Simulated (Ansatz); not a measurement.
Saddle point of Si₂H₅F₃, singlet (Si₂H₄F₂ ([F][SiH]([F])[SiH3]) + HF → SiHF₃ ([F][SiH]([F])[F]) + SiH₄; bonds formed: Si1–F7, Si2–H6; bonds broken: Si1–Si2, H6–F7), PBE0-D4/def2-TZVP structure:

Si1  (-0.217, -1.142, 0.193)
Si2  (-0.057, 1.390, -0.141)
F3  (-0.496, -2.118, -1.021)
F4  (0.240, -1.839, 1.538)
H5  (-1.595, -0.698, 0.542)
H6  (1.146, -0.042, -0.324)
F7  (1.616, -1.070, -0.343)
H8  (-0.508, 1.746, 1.226)
H9  (1.049, 2.296, -0.563)
H10  (-1.178, 1.477, -1.108)
(Å)

Energies are electronic, without zero-point energy. Barriers and step energies count from the start structure reached by relaxing down the imaginary mode; all methods use the PBE0-D4 structures, on which another method's saddle can fall below an end. Program: Ansatz 0.2.0. Basis: def2-TZVPP, with def2-QZVPP for the basis limit. Cores are frozen in the correlated methods. B3LYP uses VWN-RPA correlation. Extrapolation: Hartree–Fock as exp(−7.88 √X), correlation as X^−2.97.

```json
{"method": "SPW92", "barrier (eV)": "0.730", "step energy (eV)": "-1.563"}
{"method": "PBE-D4", "barrier (eV)": "1.124", "step energy (eV)": "-1.525"}
{"method": "BLYP-D4", "barrier (eV)": "1.330", "step energy (eV)": "-1.706"}
{"method": "r2SCAN-D4", "barrier (eV)": "?", "step energy (eV)": "-1.790"}
{"method": "B97M-V", "barrier (eV)": "?", "step energy (eV)": "-1.818"}
{"method": "PBE0-D4", "barrier (eV)": "1.326", "step energy (eV)": "-1.625"}
{"method": "B3LYP-D4", "barrier (eV)": "1.461", "step energy (eV)": "-1.778"}
{"method": "r2SCAN0-D4", "barrier (eV)": "1.334", "step energy (eV)": "-1.821"}
{"method": "BHLYP-D4", "barrier (eV)": "1.682", "step energy (eV)": "-1.900"}
{"method": "CAM-B3LYP-D4", "barrier (eV)": "1.458", "step energy (eV)": "-1.862"}
{"method": "wB97X-V", "barrier (eV)": "1.450", "step energy (eV)": "-1.778"}
{"method": "wB97M-V", "barrier (eV)": "1.368", "step energy (eV)": "-1.844"}
{"method": "B2PLYP", "barrier (eV)": "1.492", "step energy (eV)": "-1.866"}
{"method": "PBE-QIDH", "barrier (eV)": "1.451", "step energy (eV)": "-1.785"}
{"method": "RPA on PBE", "barrier (eV)": "1.511", "step energy (eV)": "-1.853"}
{"method": "HF", "barrier (eV)": "?", "step energy (eV)": "-2.122"}
{"method": "MP2", "barrier (eV)": "1.473", "step energy (eV)": "-1.898"}
{"method": "CCSD", "barrier (eV)": "1.661", "step energy (eV)": "-1.883"}
{"method": "CCSD(T)", "barrier (eV)": "1.534", "step energy (eV)": "-1.844"}
```

(1) Fill in the withheld barriers. (To be estimated.)

No T1 diagnostic of these runs exceeds 0.014. The start structure is not quite a true minimum (one mode of 43i cm⁻¹).

## Answers

(1) The calculation gives: B97M-V 1.330; r2SCAN-D4 1.168; HF 2.244 eV. Each is the energy of the saddle less that of the start structure, by the same method.

For comparison, the barrier by CCSD(T) at an estimated basis limit (MP2 extrapolated from triple and quadruple zeta, plus CCSD(T) − MP2 in triple zeta) is 1.528 eV.

Labels in which every atom is bracketed show which atoms are joined, not bond orders.

For scale, one of the runs: CCSD(T)/def2-TZVPP, 247 basis functions, launched by `ansatz run in.yaml --threads 8 --pin off --events-out ev --progress --plain --max-ram 19148MiB`. The run took 72 s on 8 CPU threads of an Arm Neoverse V2 (shared host), with 5.2 GiB of host memory at its peak.
